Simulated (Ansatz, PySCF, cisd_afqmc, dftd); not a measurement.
Species: C3H6O, charge 0, singlet. C3H6O (SMILES C[C@H]1CO1).
B3LYP-D3(BJ)/def2-TZVP minimum from Ansatz (an electronic-structure program):
```xyz
10

C     -1.5095     0.1353    -0.0295
C     -0.1424    -0.4792    -0.1055
C      1.0242     0.2621    -0.5856
O      0.8383     0.0192     0.8123
H     -2.0569    -0.2511     0.8326
H     -2.0846    -0.1000    -0.9282
H     -1.4388     1.2192     0.0666
H     -0.1200    -1.5621    -0.2107
H      0.9041     1.2970    -0.8935
H      1.8563    -0.2662    -1.0411
```
Charge 0, spin multiplicity 1.

Wanted: enthalpy of formation at 298 K (by atomisation, with ideal-gas terms from PySCF's Hessian at B3LYP-D3(BJ)/def2-TZVP and the atoms' measured values of the G2/97 table; no spin-orbit terms), in kcal/mol. UHF or UKS for unpaired electrons; spin-orbit terms are left out. Correlated methods leave the cores frozen. Rows without X2C or -DK are non-relativistic. AFQMC is phaseless with a CISD trial state; ± is one standard error, without the phaseless bias. Outlying blocks are dropped, and bars are widened where a walk drifts. Over all cases where full CI ran beside it in this data, AFQMC minus full CI had a median of +0.1 mEh and passed +0.4 mEh in a tenth of the cases. CBS(X,Y): correlation extrapolated as X^-3, Hartree-Fock from the larger set. A bracket is a step between two methods taken in the basis named. The functionals are non-relativistic, so their misses hold any scalar relativity. Double hybrids freeze cores in their MP2 part. '+ core + X2C': CCSD(T) terms for core correlation (cc-pwCVTZ) and scalar relativity (cc-pVTZ-DK). For partners of very few electrons the exact lower level stands in for a higher one.

| level | program | enthalpy of formation at 298 K (kcal/mol) | difference against the last row |
|---|---|---|---|
| B3LYP-D3(BJ)/def2-TZVPD | Ansatz + dftd3 | -21.1 | 2.7 |
| B3LYP-D4/def2-TZVPD | Ansatz + dftd4 | -20.5 | 3.3 |
| PBE0/def2-TZVPD | Ansatz | -25.9 | -2.1 |
| r2SCANh/def2-TZVPD | Ansatz | -17.9 | 5.9 |
| wB97X-V/def2-TZVPD | Ansatz | -23.6 | 0.2 |
| B2PLYP-D4/def2-TZVPD | Ansatz + dftd4 | -12.3 | 11.5 |
| B2PLYP/def2-TZVPD | Ansatz | -10.1 | 13.7 |
| B2GP-PLYP-D4/def2-TZVPD | Ansatz + dftd4 | -8.9 | 14.9 |
| MP2/cc-pVQZ | Ansatz | -28.6 | -4.8 |
| MP2/CBS(cc-pVTZ,cc-pVQZ) | Ansatz | -38.0 | -14.2 |
| CCSD(T)/CBS(cc-pVTZ,cc-pVQZ) | Ansatz | -20.3 | 3.5 |
| CCSDT(Q)/cc-pVDZ | Ansatz | 48.8 | 72.6 |
| AFQMC/CISD/cc-pVTZ | cisd_afqmc | 0.9 ± 0.3 | 24.7 |
| CCSD(T)/CBS(cc-pVTZ,cc-pVQZ) + [AFQMC/CISD - CCSD(T)]/cc-pVTZ + core + X2C | Ansatz + cisd_afqmc | -24.0 ± 0.3 | -0.2 |
| CCSD(T)/CBS(cc-pVTZ,cc-pVQZ) + [CCSDT(Q) - CCSD(T)]/cc-pVDZ + core + X2C | Ansatz | -23.8 | 0.0 |
